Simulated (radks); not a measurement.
Question: Coherent X-ray form factor from a spherical all-electron density. Method: non-relativistic Kohn-Sham, exchange-only PBE, spin-polarised, spherical densities, point nucleus; computed with a radial shooting solver on a logarithmic mesh with Libxc functionals.

| sin(theta)/lambda (1/angstrom) | f0 (electrons) |
|---|---|
| 0.05 | 32.542 |
| 0.1 | 31.288 |
| 0.15 | 29.529 |
| 0.2 | 27.581 |
| 0.25 | 25.671 |
| 0.3 | 23.909 |
| 0.4 | 20.852 |
| 0.5 | 18.221 |
| 0.6 | 15.852 |
| 0.8 | 11.911 |
| 1 | 9.194 |
| 1.25 | 7.223 |
| 1.5 | 6.152 |
| 2 | 4.843 |

The species is in the configuration that NIST lists as its ground one. Which atom or ion scatters so?

Answer: The bromine ion Br2+, [Ar] 3d10 4s2 4p3. Extrapolating in s^2 from the first two rows gives f0(0) = 33.0, near the electron count 33; among species with that count, the fall with angle is slower the higher Z, and the table is that of Z = 35; from so few rows the species is fixed only to a neighbour or two.
